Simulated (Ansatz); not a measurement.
`CO[SiH]([SiH3])Cl` + `C[S][GeH2][OH]` → `CO[Si](O)([SiH3])Cl` + `C[S][GeH3]`  (redistribution)

Calculated with Ansatz (gas phase, PBE0-D4/def2-TZVP geometries, no zero-point term in ΔE). CBS: MP2 limit from def2 TZ/QZ plus the TZ coupled-cluster correction, frozen cores. For Ge outer-core shells are correlated without core-valence functions, which leaves a few kJ/mol of doubt a bond. Scalar relativity is left out up to krypton. Each species was taken in one conformer, which may not be the lowest.

```tsv
species	MP2/def2-QZVPP energy (Eh)
`CO[SiH]([SiH3])Cl`	-1155.29475
`C[S][GeH2][OH]`	-2590.45515
`CO[Si](O)([SiH3])Cl`	-1230.51470
`C[S][GeH3]`	-2515.26697
```

Question: Work out ΔE.

Answer: ΔE = (-1230.51470) + (-2515.26697) − (-1155.29475) − (-2590.45515) = -0.03177 Eh = -19.9 kcal/mol. CCSD(T)/CBS gives -20.1 kcal/mol.

Largest T1 diagnostic among the species: 0.012.

The D4 term adds −0.9 kcal/mol with B3LYP and −0.5 kcal/mol with PBE0; it sums over pairs of atoms, weighted by their polarisabilities, and B3LYP, whose exchange is more repulsive, gets the larger term. From PBE to PBE0 (25 % exact exchange), in def2-TZVPP and without D4, ΔE moves by −1.1 kcal/mol.

B3LYP here is the variant with VWN-RPA as its local correlation; programs differ in this.
